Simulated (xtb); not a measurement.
F2Sb, charge +1, singlet, from a rough starting geometry; GFN2-xTB (xtb).

Input for xtb:
```
$ xtb mol.xyz --gfn 2 --chrg 1 --opt vtight --json

# file mol.xyz
3

Sb     0.80578128     0.37399728     0.30623223
F     -0.56677264     0.79256217    -1.02230105
F     -0.26923904    -1.15661638     0.67524249
```

The log (banner, timings and long lists left out):

```
   ID    Z sym.   atoms
    1   51 Sb     1
    2    9 F      2, 3

           -------------------------------------------------
          |                Calculation Setup                |
           -------------------------------------------------

           -------------------------------------------------
          |                 G F N 2 - x T B                 |
           -------------------------------------------------

          ...................................................
          :                      SETUP                      :
          :.................................................:
          :  # basis functions                  18          :
          :  # atomic orbitals                  17          :
          :  # shells                            7          :
          :  # electrons                        18          :
          :  max. iterations                   250          :
          :  Hamiltonian                  GFN2-xTB          :
          :  restarted?                      false          :
          :  GBSA solvation                  false          :
          :  PC potential                    false          :
          :  electronic temp.          300.0000000     K    :
          :  accuracy                    1.0000000          :
          :  -> integral cutoff          0.2500000E+02      :
          :  -> integral neglect         0.1000000E-07      :
          :  -> SCF convergence          0.1000000E-05 Eh   :
          :  -> wf. convergence          0.1000000E-03 e    :
          :  Broyden damping             0.4000000          :
          :  net charge                          1          :
          :  unpaired electrons                  0          :
          ...................................................

 iter      E             dE          RMSdq      gap      omega  full diag
   1    -11.2061932 -0.112062E+02  0.229E+01    2.30       0.0  T
   2    -11.1980987  0.809450E-02  0.115E+01    3.53       1.0  T
   3    -10.8627317  0.335367E+00  0.990E+00    1.14       1.0  T
   4    -11.2148803 -0.352149E+00  0.324E+00    3.32       1.0  T
   5    -11.2282375 -0.133572E-01  0.170E+00    2.95       1.0  T
   6    -11.2296336 -0.139608E-02  0.989E-01    2.51       1.0  T
   7    -11.2315271 -0.189350E-02  0.226E-01    2.75       1.0  T
   8    -11.2316093 -0.821747E-04  0.809E-02    2.70       1.0  T
   9    -11.2316094 -0.107647E-06  0.326E-02    2.71       1.8  T
[...]
         :: total energy             -11.228508765090 Eh    ::
 * total energy  :   -11.2285088 Eh     change       -0.1775469E-10 Eh
 * total energy  :   -11.2289583 Eh     change       -0.4495180E-03 Eh
 * total energy  :   -11.2291522 Eh     change       -0.1939260E-03 Eh
 * total energy  :   -11.2291534 Eh     change       -0.1209525E-05 Eh
 * total energy  :   -11.2291541 Eh     change       -0.6352418E-06 Eh
 * total energy  :   -11.2291541 Eh     change       -0.1104883E-08 Eh
   *** GEOMETRY OPTIMIZATION CONVERGED AFTER 6 ITERATIONS ***
         :: total energy             -11.229154054987 Eh    ::
[...]
        12                         -0.5157790             -14.0351
        13                         -0.3221951              -8.7674
        14                         -0.3205830              -8.7235
        15                         -0.2981438              -8.1129
        16                         -0.1055171              -2.8713
        17                          0.1814722               4.9381
      -------------------------------------------------------------
                  HL-Gap            0.1067362 Eh            2.9044 eV
             Fermi-level           -0.7443249 Eh          -20.2541 eV

     #   Z          covCN         q      C6AA      α(0)
     1  51 Sb       1.441     1.012   362.981    37.584
     2   9 F        0.721    -0.006     9.423     3.625
     3   9 F        0.721    -0.006     9.423     3.625

 Mol. C6AA /au·bohr⁶  :        611.724406
 Mol. C8AA /au·bohr⁸  :      48641.468518
 Mol. α(0) /au        :         44.834088

Wiberg/Mayer (AO) data.
largest (>0.10) Wiberg bond orders for each atom

 ---------------------------------------------------------------------------
     #   Z sym  total        # sym  WBO       # sym  WBO       # sym  WBO
 ---------------------------------------------------------------------------
     1  51 Sb   2.975 --     3 F    1.487     2 F    1.487
     2   9 F    1.566 --     1 Sb   1.487
     3   9 F    1.566 --     1 Sb   1.487
 ---------------------------------------------------------------------------

Topologies differ in total number of bonds
Writing topology from bond orders to xtbtopo.mol

molecular dipole:
                 x           y           z       tot (Debye)
 q only:        1.502       0.723       0.551
   full:        2.195       1.050       0.813       6.521
molecular quadrupole (traceless):
                xx          xy          yy          xz          yz          zz
 q only:        1.826       1.594      -0.760       1.196       0.636      -1.066
  q+dip:        3.428       2.717      -1.565       1.874       1.703      -1.863
   full:        2.498       1.067      -1.573      -0.034       3.041      -0.925

optimized geometry written to: xtbopt.xyz

           -------------------------------------------------
          | TOTAL ENERGY              -11.229154054987 Eh   |
          | GRADIENT NORM               0.000007321386 Eh/α |
          | HOMO-LUMO GAP               2.904440246074 eV   |
           -------------------------------------------------

normal termination of xtb
```
